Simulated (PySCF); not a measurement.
GaF2, SMILES [F][Ga][F], multiplicity 2.

Geometry optimised at ωB97X-D3(BJ)/def2-TZVP. The spin state was assumed, not searched. The isomer is the one that the SMILES or the coordinates give; other isomers of the formula were not compared.

Method: r2SCAN/def2-TZVPD (PySCF).

Isolated molecule, no solvent.

The total energy comes out as -2124.59410 hartree and the point group is C2v. The α spin, highest occupied and lowest empty level is -7.01 and -2.47 eV. The β spin, highest occupied and lowest empty level comes out as -9.56 and -4.95 eV and the dipole moment comes out as 2.40 D. The quadrupole, principal values (traceless, Buckingham form, about the centre of nuclear charge) is -7.93, 1.76, 6.18 D·Å and the mean static polarisability is 31.1 bohr³ (4.62 Å³). The polarisability, principal values is 29.5, 29.6, 34.3 bohr³ and the ⟨S²⟩ comes out as 0.753 (pure state 0.75).
